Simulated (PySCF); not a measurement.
PbI₂, SMILES [I][Pb][I] (connectivity only; charge and spin as stated), neutral, multiplicity 1.

Coordinates come from a PBE0-D3(BJ)/def2-SVP optimisation. The isomer is the one that the SMILES or the coordinates give; other isomers of the formula were not compared. The def2 effective core potentials stand for the cores of I, Pb; spin–orbit coupling is left out.

All values below come from PBE0-D3(BJ)/def2-SVP run with PySCF 2.14.0.

Frequencies are harmonic and unscaled.

| mode | ν (cm⁻¹) | IR (km/mol) | Raman (Å⁴/amu) | depolarisation | moving atoms (share of kinetic energy) |
|---|---|---|---|---|---|
| 1 | 49 | 0.4 | 5.4 | 0.68 | I 80 %, Pb 20 % |
| 2 | 165 | 36.1 | 5.5 | 0.75 | I 58 %, Pb 42 % |
| 3 | 168 | 10.7 | 10.9 | 0.12 | I 65 %, Pb 35 % |
